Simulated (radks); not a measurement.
Q: These are the eigenvalues of the occupied orbitals of an atom or ion with whole-number occupations (eV). Calculated with a radial shooting solver on a logarithmic mesh with Libxc functionals: Dirac Kohn-Sham, relativistic LDA (MacDonald-Vosko exchange, VWN5 correlation), spin-unpolarised, spherical densities, finite nucleus; Fermi nuclear charge, rms radius of each element as measured or else 0.836 A^(1/3) + 0.57 fm.

1s1/2: -43009.44

Which element is it, and in what charge state? The configuration may be excited. Open shells, if any, fill j = l - 1/2 first.

A: Z = 56, barium, charge +54: Ba54+ in [He]. The 1s level, -1580.6 hartree, gives Z - s = 56.2 by -(Z - s)^2/2, which with screening and relativity narrows Z to a few neighbours, and the depths must fix Z and the occupations together.
